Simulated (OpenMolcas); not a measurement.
## Cu2+ in a point-charge field

Cu2+ among 6 point charges of -2 e arranged as an octahedron (Oh), 1.95 Å from the ion.
```
   1.9500    0.0000    0.0000  -2.00
   0.0000    1.9500    0.0000  -2.00
  -1.9500    0.0000    0.0000  -2.00
   0.0000   -1.9500    0.0000  -2.00
   0.0000    0.0000    1.9500  -2.00
   0.0000    0.0000   -1.9500  -2.00
```

```yaml
Program: OpenMolcas
Method: "SS-CASPT2, IPEA 0.25 Eh, imaginary shift 0.1 Eh (closed shells correlated: 3s 3p)"
Basis: ANO-RCC-VDZP [5s4p2d1f]
Scalar_Hamiltonian: DKH2, point nucleus
Active_space: 9 electrons in 5 orbitals (3d)
State_averaging: 2S+1 = 2 even, 5 roots
Spin-orbit_coupling: RASSI with atomic mean-field integrals over the reference wave functions
```

The lowest spin-free states (labels of O, the rotations of Oh), above the lowest:

```tsv
State	Degeneracy	E (cm-1)	Free-ion L (%)
2E	2	0	D (100)
2T2	3	4700	D (100)
```

The lowest levels with spin-orbit coupling:

```
E (cm-1)  Degeneracy  Label  2S+1               g
       0           4     Γ8     2                
    4070           2     Γ7     2  2.00 2.00 2.00
    5520           4     Γ8     2
```

Powder χT (cm3 K/mol): 0.643 at 2 K, 0.645 at 10 K, 0.653 at 50 K, 0.664 at 100 K, 0.685 at 200 K, 0.706 at 300 K. The effective moment at 300 K is 2.828 √(χT) = 2.38 μB.

The lowest level has 2S+1 = 2, for which the spin-only value is χT = S(S+1) / 2 = 0.375 cm3 K/mol (g = 2). The computed 0.706 at 300 K differs by +0.331, through orbital momentum, spin-orbit coupling and any other state in reach.

The gap between the two states is 10Dq = 4695 cm-1.

An orbital doublet at a regular site is open to a Jahn-Teller distortion, which this geometry leaves out. The ground term spreads over less than 5000 cm-1, several times less than with real ligands, so orbital moments are less quenched and χT lies further from the spin-only value than at real sites. Free-ion shares, where given, are those of the reference states; single-state CASPT2 does not remix them. This is an electrostatic model: the charges have no orbitals. No measured value stands beside these numbers.
